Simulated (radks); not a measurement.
Task: Successive ionisation energies (eV) of one element, from differences of total energies of ions in their ground configurations, starting at charge 15: 494.16, 571.62, 603.04, 1554.3, 1662.0, 1771.9, 1883.6, 1996.8, 2110.9, 2301.2, 2387.8. Method: scalar-relativistic Kohn-Sham, r2SCAN, spin-unpolarised, spherical densities, finite nucleus; meta-GGA in the generalised Kohn-Sham scheme; Fermi nuclear charge, rms radius 3.7757 fm; computed with a radial shooting solver on a logarithmic mesh with Libxc functionals. Which element is it?

Result: Nickel (Z = 28). The first species listed is Ni15+ in [Ne] 3s2 3p1, the last Ni25+ in [He] 2s1.
